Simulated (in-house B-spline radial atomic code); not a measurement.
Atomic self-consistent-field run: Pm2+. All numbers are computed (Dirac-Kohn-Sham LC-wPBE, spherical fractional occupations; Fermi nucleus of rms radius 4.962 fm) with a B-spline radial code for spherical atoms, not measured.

Command:
```bash
python run_scf.py task.json out
```
Settings (nuclear radius in fm, mass in u):
```
Z                61
configuration    [Xe] 4f5
hamiltonian      dirac
method           lc_wpbe
spin_polarised   False
nucleus          fermi
rms_radius       4.962
atomic_mass      144.91276
speed_of_light   137.035999084
```

Output (hartree, bohr):
```
 radial grid: 78 intervals, B-splines of order 8, outer radius 53.7037 bohr

 iter        energy (Eh)    residual
    1      -10004.021262    5.86e-01
    2      -10009.082995    7.42e-01
    3      -10024.525419    1.52e-01
    4      -10025.052338    4.68e-02
    5      -10025.113347    1.99e-02
    6      -10025.119277    3.84e-03
    7      -10025.119468    3.98e-03
    8      -10025.119964    5.00e-04
    9      -10025.119972    5.64e-05
   10      -10025.119972    3.50e-06
   11      -10025.119972    8.24e-08

 total energy                    -10025.11997
 kinetic                           10839.7244
 electron-nucleus                 -24500.2392
 Hartree                            3863.9673
 exact exchange                      -12.2491
 exchange-correlation               -216.3234

 first-order corrections (not in the total)
   Gaunt                             9.8305
   retardation                      -1.0304
   frequency dependence             -0.1209
   self-energy                       6.8202
   Uehling                          -1.0524
   Wichmann-Kroll                    0.0307
   recoil                            0.0247

 orbital      occ     eigenvalue          <r>       <r^2>       <1/r>     <1/r^3>       r_max    small
 1s1/2      2.000     -1653.5121    0.0231783 0.000731667     67.4253           -     0.01479  5.13e-02
 2s1/2      2.000      -269.3139    0.0984501   0.0114985     15.9922           -     0.08395  1.12e-02
 2p1/2      2.000      -255.0559    0.0824486  0.00839066     15.9711           -     0.06371  1.13e-02
 2p3/2      4.000      -234.4715    0.0889672  0.00963751     14.2949     8427.02     0.06925  1.05e-02
 3s1/2      2.000       -59.2939     0.260068   0.0774162     5.80525           -      0.2388  3.51e-03
 3p1/2      2.000       -53.1816     0.249758   0.0725258     5.71834           -      0.2258  3.45e-03
 3p3/2      4.000       -49.0416     0.262331   0.0797971     5.29774      1761.6      0.2376  3.24e-03
 3d3/2      4.000       -38.4266     0.233872   0.0644652     5.16867     289.324      0.1899  3.12e-03
 3d5/2      6.000       -37.5296     0.237802   0.0665113     5.06281     260.248      0.1932  3.06e-03
 4s1/2      2.000       -12.3679     0.592914    0.396874     2.41295           -      0.5525  1.09e-03
 4p1/2      2.000       -10.0416     0.608244    0.421023     2.30687           -      0.5592  1.02e-03
 4p3/2      4.000        -9.1398     0.636664    0.461074     2.16667     382.779      0.5843  9.52e-04
 4d3/2      4.000        -5.3071     0.682775    0.541431     1.94575     52.9006      0.5982  7.96e-04
 4d5/2      6.000        -5.1467     0.692966    0.557621     1.91086     47.0751      0.6064  7.76e-04
 5s1/2      2.000        -2.2482      1.44864     2.36169    0.916073           -       1.295  2.26e-04
 5p1/2      2.000        -1.5809      1.61441     2.95203    0.813347           -       1.413  1.82e-04
 5p3/2      4.000        -1.4549      1.70041     3.27464    0.765452     52.1684       1.486  1.65e-04
 4f5/2      2.143        -0.5104      1.03623     1.47037     1.31608     5.63115      0.6345  4.06e-04
 4f7/2      2.857        -0.4930      1.05444     1.53067     1.29865     5.42645      0.6397  3.97e-04
```

Run time, properties included: 11 s on 1 thread of Arm Neoverse V2, on a shared host.

For the Dirac Hamiltonian the kinetic term is c α·p + (β - 1)c².

Caution: exact exchange at fractional occupations of open shells leaves self-interaction of up to several eV.
